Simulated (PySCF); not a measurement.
Ge(F)(Et)(Vi)2, SMILES C=[CH][Ge]([F])([CH2]C)[CH]=C, singlet, GFN2-xTB optimised geometry.

```
19

C      0.67    -3.26     2.47
C     -0.24    -2.71     1.69
Ge     0.19    -1.78     0.00
F      1.98    -1.78     0.00
C     -0.21     0.16     0.00
C     -1.25     0.71    -0.59
C     -0.29    -2.75    -1.69
C      0.27    -2.07    -2.93
H      0.42    -3.76     3.39
H      1.72    -3.22     2.22
H     -1.29    -2.75     1.96
H      0.50     0.78     0.53
H     -1.43     1.78    -0.57
H     -1.98     0.12    -1.13
H     -1.37    -2.83    -1.75
H      0.11    -3.77    -1.60
H     -0.13    -1.06    -3.03
H      0.02    -2.64    -3.82
H      1.35    -2.00    -2.86
```

Density from B3LYP/def2-SVP (PySCF 2.14.0) at that geometry.

Minimum of the electron density along straight lines between bonded atoms, close to the bond critical point (lines longer than 1.1 times the sum of covalent radii, or with two minima, are not listed):

```tsv
bond	length / Å	ρ at the minimum / e bohr⁻³	∇²ρ there / e bohr⁻⁵	position (fraction from the first atom)
C1–C2	1.322	0.346	-0.94	0.50
C2–Ge3	1.978	0.125	(withheld)	0.53
Ge3–F4	1.788	0.118	0.65	0.48
Ge3–C5	1.977	0.125	0.04	0.47
C5–C6	1.321	0.347	-0.94	0.50
Ge3–C7	2.010	0.121	(withheld)	0.47
C7–C8	1.521	0.243	(withheld)	0.51
C1–H9	1.080	0.282	-1.08	0.63
C1–H10	1.078	0.286	-1.12	0.64
C2–H11	1.082	0.280	-1.04	0.63
C5–H12	1.082	0.280	-1.06	0.64
C6–H13	1.080	0.283	-1.09	0.64
C6–H14	1.079	0.284	-1.09	0.63
C7–H15	1.090	0.274	-0.98	0.62
C7–H16	1.090	0.275	-0.99	0.63
C8–H17	1.089	0.277	-1.02	0.62
C8–H18	1.089	0.276	-1.01	0.62
C8–H19	1.088	0.279	-1.04	0.63
```

Problem. Fill in the missing entries.

Solution. 
- C2–Ge3, ∇²ρ there / e bohr⁻⁵: 0.03
- Ge3–C7, ∇²ρ there / e bohr⁻⁵: 0.00
- C7–C8, ∇²ρ there / e bohr⁻⁵: -0.55
